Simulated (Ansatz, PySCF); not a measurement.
Breaking the Ge1–H3 bond in ClGeH3 (SMILES [Cl][GeH3]) (multiplicity 1 held, fragments rigid). Energies count from the point at 1.533 Å.
Geometry at that point (charge 0, multiplicity 1):
```tsv
atom	x (Å)	y (Å)	z (Å)
Ge	-0.6844	0.0316	0.0036
Cl	1.4882	-0.0688	-0.0077
H	-1.0696	1.4667	-0.3737
H	-1.1432	-0.3267	1.4217
H	-1.1862	-0.9829	-1.0303
```

R- and RO- levels are restricted; in cc, def2 and unpolarised 6-31G sets they are followed outwards from rest. Unrestricted levels (U-) break spin symmetry where that is lower. Active spaces are followed from a long bond inwards. Levels need not reach the same state.

Cores are frozen in the correlated methods. Filled d and f shells under p-block atoms count as core. Rows in 3-21G, LANL2DZ carry no dispersion term and start afresh at each structure; the Pople sets are all-electron and without relativity. LANL2DZ brings its own core potentials from Na on.

Programs: Ansatz (Gaussian basis) for Hartree–Fock, density functionals and correlated methods; PySCF for 3-21G rows, LANL2DZ rows. Each number belongs to the level named beside it.

```json
[
 {"level": "R-HF/3-21G", "energy at R = 4.906 Å (kcal/mol)": "176.37"},
 {"level": "U-HF/LANL2DZ", "energy at R = 4.906 Å (kcal/mol)": "67.21"},
 {"level": "R-HF/def2-TZVPP", "energy at R = 4.906 Å (kcal/mol)": "169.21"},
 {"level": "U-PBE/def2-TZVPP", "energy at R = 4.906 Å (kcal/mol)": "83.29"},
 {"level": "U-r2SCAN/def2-TZVPP", "energy at R = 4.906 Å (kcal/mol)": "84.89"},
 {"level": "U-B3LYP/def2-TZVPP", "energy at R = 4.906 Å (kcal/mol)": "86.19"},
 {"level": "U-CCSD/def2-TZVPP", "energy at R = 4.906 Å (kcal/mol)": "87.57"},
 {"level": "CASSCF(2,2)/def2-TZVPP", "energy at R = 4.906 Å (kcal/mol)": "[?]"},
 {"level": "FIC-MRCISD+Q on CASSCF(2,2)/def2-TZVPP", "energy at R = 4.906 Å (kcal/mol)": "87.92"}
]
```

Fill in the missing entries.


- CASSCF(2,2)/def2-TZVPP, energy at R = 4.906 Å (kcal/mol): 79.06

Doubts at one or more of the structures used: a restricted determinant that unrestricted orbitals would lower (R-HF/3-21G, R-HF/def2-TZVPP); a spin-contaminated determinant (U-HF/LANL2DZ, U-PBE/def2-TZVPP, U-r2SCAN/def2-TZVPP, U-B3LYP/def2-TZVPP, U-CCSD/def2-TZVPP).

Ansatz is a quantum-chemistry and plane-wave program.
